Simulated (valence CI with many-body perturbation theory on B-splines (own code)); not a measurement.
# Lu⁶⁴⁺: E2, E3, M2 decay

Method: valence CI with perturbative core correlation (CI+MBPT): five valence electrons over a frozen Dirac-Fock core [He], radial functions for each j: 11 s, 11 p, 10 d, 8 f, 5 g, 2 h, with the one-electron correlation potential Σ1 (screened to all orders), the two-electron term Σ2, the three-electron term Σ3, Breit, model QED; selected single and double excitations, second order for the rest, scaled by the run's own slope (own B-spline code, finite nucleus).

No measured spectrum was set against this ion. As an estimate, large intervals hold to a few tenths of a per cent, small ones and those within an open d or f shell to about a per cent. Among the levels kept, up to 7400 cm⁻¹ of a level comes from second order outside the variational space, and about a tenth of that is noise between levels of different J, which matters for small intervals.

Lines 51 to 100 of 107 in falling wavelength, among levels below 855.03 Ry, chosen from the decays that carry over 1 % of a level's rate. Wavelengths and rates use the calculated energies. Electric multipoles are in the length gauge, E1 and E2 with the static RPA response of the core. Weak lines are less certain than strong ones. Lines between different terms over intervals too small for the method are left out, as are lines whose strength nearly cancels. The highest levels of a list are the least certain.

Levels are named by their leading jj configuration (3d3/2^4 stands for four electrons in 3d with j = 3/2), which in mixed levels can hold well under half, so a name can repeat and another be missing. Letters in brackets count levels of one name in rising energy.

| λ vac (nm) | Upper | Lower | Type | A (s⁻¹) | Branch % |
| --- | --- | --- | --- | --- | --- |
| 0.1442 | (2s^2 2p1/2 2p3/2 3p3/2) J=1/2 [b] | (2s^2 2p1/2 2p3/2^2) J=5/2 | E2 | 1.48e+12 | 22.2 |
| 0.1438 | (2s^2 2p1/2 2p3/2 3p3/2) J=1/2 [b] | (2s^2 2p1/2 2p3/2^2) J=3/2 | E2 | 6.41e+11 | 9.6 |
| 0.1437 | (2s 2p1/2^2 2p3/2 3p3/2) J=1/2 [b] | (2s 2p1/2^2 2p3/2^2) J=5/2 | E2 | 3.88e+11 | 1.8 |
| 0.1431 | (2s 2p1/2 2p3/2^2 3d5/2) J=9/2 [b] | (2s 2p1/2 2p3/2^3) J=5/2 | M2 | 7.99e+10 | 1.7 |
| 0.1426 | (2s 2p1/2^2 2p3/2 3d5/2) J=9/2 | (2s 2p1/2^2 2p3/2^2) J=5/2 | M2 | 5.23e+10 | 39.2 |
| 0.1426 | (2s 2p1/2^2 2p3/2 3d5/2) J=9/2 | (2s 2p1/2^2 2p3/2^2) J=5/2 | E3 | 3.19e+09 | 2.4 |
| 0.1422 | (2s^2 2p3/2^2 3d5/2) J=7/2 | (2s^2 2p3/2^3) J=3/2 | M2 | 8.95e+10 | 3.4 |
| 0.1422 | (2s^2 2p3/2^2 3d5/2) J=9/2 | (2s^2 2p3/2^3) J=3/2 | E3 | 2.18e+09 | 1.1 |
| 0.1420 | (2s^2 2p1/2 2p3/2 3d5/2) J=9/2 | (2s^2 2p1/2 2p3/2^2) J=5/2 | M2 | 5.20e+10 | 41.5 |
| 0.1420 | (2s^2 2p1/2 2p3/2 3d5/2) J=9/2 | (2s^2 2p1/2 2p3/2^2) J=5/2 | E3 | 3.32e+09 | 2.7 |
| 0.1378 | (2s 2p1/2^2 2p3/2 3d5/2) J=9/2 | (2s^2 2p1/2 2p3/2^2) J=5/2 | E2 | 1.81e+09 | 1.4 |
| 0.1290 | (2s^2 2p3/2^2 3d5/2) J=9/2 | (2s 2p1/2^2 2p3/2^2) J=5/2 | E2 | 7.22e+09 | 3.8 |
| 0.1285 | (2s 2p1/2 2p3/2^2 3p3/2) J=7/2 [a] | (2s 2p1/2^2 2p3/2^2) J=5/2 | E2 | 3.89e+11 | 1.4 |
| 0.1281 | (2s 2p1/2 2p3/2^2 3p3/2) J=1/2 [b] | (2s 2p1/2^2 2p3/2^2) J=3/2 | E2 | 7.63e+11 | 3.6 |
| 0.1279 | (2s 2p1/2 2p3/2^2 3p3/2) J=5/2 [e] | (2s 2p1/2^2 2p3/2^2) J=1/2 | E2 | 5.75e+11 | 1.1 |
| 0.1279 | (2s 2p1/2 2p3/2^2 3p3/2) J=9/2 | (2s 2p1/2^2 2p3/2^2) J=5/2 | E2 | 1.13e+12 | 27.2 |
| 0.1278 | (2s^2 2p1/2 2p3/2 3p3/2) J=5/2 [a] | (2s^2 2p1/2^2 2p3/2) J=3/2 | E2 | 2.64e+11 | 6.9 |
| 0.1278 | (2s 2p1/2 2p3/2^2 3p3/2) J=5/2 [f] | (2s 2p1/2^2 2p3/2^2) J=1/2 | E2 | 5.06e+11 | 1.2 |
| 0.1278 | (2s^2 2p1/2 2p3/2 3p3/2) J=1/2 [a] | (2s^2 2p1/2^2 2p3/2) J=3/2 | E2 | 5.35e+11 | 4.6 |
| 0.1277 | (2s^2 2p1/2 2p3/2 3p3/2) J=3/2 [a] | (2s^2 2p1/2^2 2p3/2) J=3/2 | E2 | 9.78e+11 | 27.7 |
| 0.1276 | (2s^2 2p1/2 2p3/2 3p3/2) J=7/2 | (2s^2 2p1/2^2 2p3/2) J=3/2 | E2 | 1.04e+12 | 35.7 |
| 0.1274 | (2s^2 2p3/2^2 3p3/2) J=3/2 [a] | (2s^2 2p1/2 2p3/2^2) J=1/2 | E2 | 1.87e+11 | 1.7 |
| 0.1274 | (2s^2 2p3/2^2 3p3/2) J=7/2 | (2s^2 2p1/2 2p3/2^2) J=5/2 | E2 | 4.80e+11 | 6.7 |
| 0.1274 | (2s^2 2p3/2^2 3p3/2) J=5/2 | (2s^2 2p1/2 2p3/2^2) J=5/2 | E2 | 8.06e+11 | 6.9 |
| 0.1274 | (2s^2 2p3/2^2 3p3/2) J=1/2 | (2s^2 2p1/2 2p3/2^2) J=5/2 | E2 | 1.15e+12 | 6.1 |
| 0.1273 | (2s^2 2p1/2 2p3/2 3p3/2) J=5/2 [b] | (2s^2 2p1/2^2 2p3/2) J=3/2 | E2 | 7.79e+11 | 25.1 |
| 0.1271 | (2s^2 2p3/2^2 3p3/2) J=7/2 | (2s^2 2p1/2 2p3/2^2) J=3/2 | E2 | 8.34e+11 | 11.6 |
| 0.1271 | (2s^2 2p3/2^2 3p3/2) J=5/2 | (2s^2 2p1/2 2p3/2^2) J=3/2 | E2 | 4.43e+11 | 3.8 |
| 0.1271 | (2s^2 2p3/2^2 3p3/2) J=3/2 [b] | (2s^2 2p1/2 2p3/2^2) J=1/2 | E2 | 1.09e+12 | 11.9 |
| 0.1270 | (2s^2 2p1/2 2p3/2 3p3/2) J=1/2 [b] | (2s^2 2p1/2^2 2p3/2) J=3/2 | E2 | 4.61e+11 | 6.9 |
| 0.1268 | (2s^2 2p3/2^2 3p3/2) J=3/2 [a] | (2s^2 2p1/2 2p3/2^2) J=5/2 | E2 | 9.02e+11 | 8.2 |
| 0.1265 | (2s^2 2p3/2^2 3p3/2) J=3/2 [a] | (2s^2 2p1/2 2p3/2^2) J=3/2 | E2 | 1.66e+11 | 1.5 |
| 0.1265 | (2s^2 2p3/2^2 3p3/2) J=3/2 [b] | (2s^2 2p1/2 2p3/2^2) J=5/2 | E2 | 1.58e+11 | 1.7 |
| 0.1252 | (2s^2 2p1/2 2p3/2 3d5/2) J=9/2 | (2s^2 2p1/2^2 2p3/2) J=3/2 | E3 | 7.38e+09 | 5.9 |
| 0.1251 | (2s^2 2p3/2^2 3d5/2) J=9/2 | (2s^2 2p1/2 2p3/2^2) J=5/2 | M2 | 2.64e+10 | 13.8 |
| 0.1251 | (2s^2 2p3/2^2 3d5/2) J=9/2 | (2s^2 2p1/2 2p3/2^2) J=5/2 | E3 | 2.79e+09 | 1.5 |
| 0.1248 | (2s^2 2p3/2^2 3d5/2) J=9/2 | (2s^2 2p1/2 2p3/2^2) J=3/2 | E3 | 5.83e+09 | 3.0 |
| 0.1230 | (2s 2p1/2^2 2p3/2 3d3/2) J=5/2 [a] | (2s^2 2p1/2^2 2p3/2) J=3/2 | E2 | 2.46e+12 | 1.9 |
| 0.1229 | (2s 2p1/2^2 2p3/2 3d3/2) J=7/2 | (2s^2 2p1/2^2 2p3/2) J=3/2 | E2 | 3.76e+12 | 24.7 |
| 0.1228 | (2s 2p1/2 2p3/2^2 3d3/2) J=9/2 | (2s^2 2p1/2 2p3/2^2) J=5/2 | E2 | 4.07e+12 | 63.8 |
| 0.1224 | (2s 2p1/2 2p3/2^2 3d5/2) J=9/2 [a] | (2s^2 2p1/2 2p3/2^2) J=5/2 | E2 | 5.64e+11 | 23.9 |
| 0.1222 | (2s 2p1/2 2p3/2^2 3d3/2) J=5/2 [d] | (2s^2 2p1/2 2p3/2^2) J=1/2 | E2 | 2.01e+12 | 1.1 |
| 0.1220 | (2s 2p1/2 2p3/2^2 3d5/2) J=7/2 [a] | (2s^2 2p1/2 2p3/2^2) J=3/2 | E2 | 2.97e+12 | 6.6 |
| 0.1219 | (2s 2p1/2^2 2p3/2 3d3/2) J=5/2 [b] | (2s^2 2p1/2^2 2p3/2) J=3/2 | E2 | 3.50e+12 | 8.2 |
| 0.1218 | (2s 2p1/2 2p3/2^2 3d5/2) J=9/2 [b] | (2s^2 2p1/2 2p3/2^2) J=5/2 | E2 | 2.78e+12 | 59.0 |
| 0.1215 | (2s 2p1/2 2p3/2^2 3d3/2) J=5/2 [c] | (2s^2 2p1/2 2p3/2^2) J=3/2 | E2 | 4.16e+12 | 2.4 |
| 0.1215 | (2s 2p1/2 2p3/2^2 3d5/2) J=3/2 [a] | (2s^2 2p1/2 2p3/2^2) J=3/2 | E2 | 9.54e+12 | 1.2 |
| 0.1215 | (2s 2p1/2^2 2p3/2 3d5/2) J=3/2 [a] | (2s^2 2p1/2^2 2p3/2) J=3/2 | E2 | 1.17e+13 | 1.0 |
| 0.1215 | (2s 2p1/2 2p3/2^2 3d3/2) J=1/2 [b] | (2s^2 2p1/2 2p3/2^2) J=3/2 | E2 | 9.83e+12 | 1.8 |
| 0.1214 | (2s 2p1/2 2p3/2^2 3d3/2) J=5/2 [d] | (2s^2 2p1/2 2p3/2^2) J=3/2 | E2 | 1.79e+12 | 1.0 |
